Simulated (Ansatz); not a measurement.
Born–Oppenheimer molecular dynamics of FGeH$_{3}$ (5 atoms, charge 0, multiplicity 1). It starts at the highest image of a converged band, a first-order saddle point between two minima.

The calculation used RKS BLYP-D4/def2-SVP (Ansatz 0.2.0).

```json
{
  "ensemble": "NVE (velocity Verlet)",
  "time step": "0.5 fs",
  "steps asked": "200",
  "starting velocities drawn for": "300 K",
  "seed": "11126"
}
```

First frame:

```xyz
5
Properties=species:S:1:pos:R:3
Ge 0.295 -0.021 -0.450
H 0.560 -0.254 1.319
H 1.622 0.133 0.365
F -0.672 1.468 -0.374
H -0.592 -1.219 0.000
```

(1) What does the run give?

(2) What happens to the structure?

(3) How do temperature and energy run in time?

Answers

(1) All steps were run.

```yaml
steps_done: 200
time_covered: 100 fs
mean_temperature_over_the_second_half: 2904 K
spread_of_the_potential_energy_over_the_second_half: 78.6 meV per atom
mean_potential_energy_of_the_second_half_above_the_start: -202.1 meV per atom
```

The conserved energy stayed within 0.7 meV per atom of its start (net change -0.19 meV per atom), so the integration is sound. The system heated up, since it started high on the potential surface and ran downhill. A run of 0.1 ps of so small a system gives no equilibrium averages. The orbitals stay closed-shell, which can raise the energy where a bond breaks towards radicals; this wasn't checked here.

(2) The step under study would form H2–H3 and break Ge1–H2, Ge1–H3. These pairs go: H2–H3 1.48 → 2.01 Å, Ge1–H2 1.80 → 1.58 Å, Ge1–H3 1.56 → 1.57 Å. In the last frame they stand as before the step (other bonds may differ from the relaxed reactants and products). It ends as one piece, FGeH3. Pairs count as bonded within 1.25 times the sum of covalent radii (0.12 Å more for H–H). This is one draw of velocities; another would differ in detail.

(3) 
```tsv
time (fs)	T (K)	potential energy less start (eV)	conserved less start (meV/atom)
0.0	300	0.000	0.00
8.0	207	0.036	0.03
16.0	898	-0.231	0.10
24.0	4865	-1.772	-0.43
32.0	3290	-1.161	-0.20
40.0	2313	-0.781	-0.07
48.0	3677	-1.310	-0.11
56.0	2204	-0.740	-0.34
64.0	4079	-1.468	-0.51
72.0	3563	-1.267	-0.25
80.0	2014	-0.666	-0.28
88.0	3648	-1.298	-0.01
96.0	2280	-0.767	0.17
```

Time of the run: 3.3 min on 1 thread of Arm Neoverse V2 (shared host), peak memory 0.096 GiB.
